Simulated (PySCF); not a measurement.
**Fractional electron number in Os²⁺ (osmium, charge +2)**

The 5d beta orbital of [Xe] 4f14 5d6 is emptied in steps (occupation f), with all orbitals relaxed, ending at [Xe] 4f14 5d5. Computed with PySCF 2.14 in def2-TZVP with the def2 core potential (60 electrons) (6s4p3d1f, 40 functions), with a scalar-relativistic core potential. The exact energy is a straight line in f; departures are measured from the line between the end points of the same method.

| f | PBE0 (eV) | r2SCAN (eV) | LC-wPBE (eV) |
| --- | --- | --- | --- |
| 1 | 0.000 | 0.000 | 0.000 |
| 0.9 | -0.342 | -0.437 | -0.080 |
| 0.7 | -0.800 | -1.011 | -0.187 |
| 0.5 | -0.953 | -1.188 | -0.223 |
| 0.3 | -0.800 | -0.979 | -0.187 |
| 0.1 | -0.342 | -0.407 | -0.080 |
| 0 | 0.000 | 0.000 | 0.000 |

Question: For r2SCAN, how does the orbital energy at f = 1 compare with the removal energy?

Answer: −ε = 21.591 eV against a total-energy difference of 26.461 eV. By Janak's theorem ε = ∂E/∂f, so the gap between them reflects the curvature. Along the path −ε is 22.590 (f = 0.9), 24.587 (f = 0.7), 26.556 (f = 0.5), 28.438 (f = 0.3), 30.170 (f = 0.1) eV.

```csv
method,E(f=0) − E(f=1) (eV),−ε at f=1 (eV),−ε at f=0.5 (eV)
PBE0,26.756,22.961,26.753
r2SCAN,26.461,21.591,26.556
LC-wPBE,26.709,25.823,26.709
```

Reference removal energy between the ground levels: 25 ± 1.6 eV (theoretical estimate listed by NIST; NIST Atomic Spectra Database, ionization energies). The calculation has no spin-orbit coupling. The determinant left behind need not be the lowest term of the ion.
